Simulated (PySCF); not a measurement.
Cd(H)(SeH) (CdH2Se), SMILES [SeH][CdH]. Geometry optimised at B3LYP-D3(BJ)/def2-TZVP. The def2 effective core potentials stand for the cores of Cd; spin–orbit coupling is left out.

These are B3LYP-D3(BJ)/def2-TZVP in PySCF values and carry that method's errors.

Harmonic wavenumbers (cm⁻¹): 234, 386, 406, 572, 1807, 2390. Rotational constants (GHz): 234.1, 1.701, 1.689; symmetry number 1.

### Question
Work out the zero-point energy and the ideal-gas rigid-rotor harmonic-oscillator thermochemistry at 298.15 K and 1 atm.

### Answer
ZPE = ½ Σ hcν = ½ × 5796 cm⁻¹ = 8.29 kcal/mol. H − E(el) = 11.48 kcal/mol. Entropy in cal/(mol K): translation 41.68, rotation 23.68, vibration 4.31, total 69.68. G − E(el) = -9.29 kcal/mol. Cp = 13.81 cal/(mol K).
